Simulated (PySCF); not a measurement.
## A small calculation by hand: oscillator strength and radiative lifetime

Ge(H)2(vinyl)2 (C4H8Ge), SMILES C=[CH][GeH2][CH]=C.

Geometry: r2SCAN-D4/def2-SVP. The values are those of a single conformer.

TDA-PBE/def2-SVPD run with PySCF puts the first singlet state with f over 0.02 at 5.37 eV (vertical), with the transition dipole (0.501, 0.026, 0.000) in atomic units.

### Question
Find the oscillator strength, the wavelength and the radiative lifetime that this transition would have in vacuum if emission retraced absorption.

### Answer

|μ|² = 0.2517 au, so |μ| = 1.28 D. ΔE = 5.37/27.211 = 0.1973 hartree. f = (2/3) ΔE |μ|² = 0.033 (the program prints 0.033).
λ = 1239.84/5.37 = 231 nm; ν = 43312 cm⁻¹.
Einstein's coefficient A = 0.6670 ν² f s⁻¹ (ν in cm⁻¹) = 4.1e7 s⁻¹, so τ = 1/A = 24 ns. This state is S1. The figure is the radiative limit of this one transition; relaxation, internal conversion, crossing to triplets and a medium change what is measured.
